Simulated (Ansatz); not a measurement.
Consider the formal exchange of groups at the Si–O bond: `CB(N)O[SiH3]` + `C=NBC` → `C=NB(C)[SiH3]` + `CB(N)O`.

Computed with Ansatz on PBE0-D4/def2-TZVP structures; ΔE is electronic, products minus reactants. CCSD(T)/CBS is the MP2 limit (def2-TZVPP, def2-QZVPP) plus CCSD(T) − MP2 in def2-TZVPP, frozen cores. This one scheme is used for every species. Functionals use def2-TZVPP. B3LYP here is the variant with VWN-RPA as its local correlation; programs differ in this. Each species was taken in one conformer, which may not be the lowest.

```csv
level,ΔE (kJ/mol),difference from CCSD(T)/CBS
r2SCAN-D4,90.8,-6.7
PBE0-D4,82.0,-15.5
B3LYP-D4,97.5,0.0
ωB97X-V,97.5,0.0
B2PLYP,101.0,3.5
r2SCAN,90.8,-6.7
HF/def2-TZVPP,126.4,28.9
SCS-MP2/def2-TZVPP,106.8,9.3
CCSD/def2-TZVPP,101.1,3.6
MP2/def2-QZVPP,102.7,5.2
CCSD(T)/CBS,97.5,0
```

Largest T1 diagnostic among the species: 0.015.

In def2-TZVPP, CCSD(T) changes the Hartree–Fock value by −29.8 kJ/mol (the triples alone add −4.5 kJ/mol) and MP2 by −24.9 kJ/mol. From PBE to PBE0 (25 % exact exchange), in def2-TZVPP and without D4, ΔE moves by +9.1 kJ/mol.
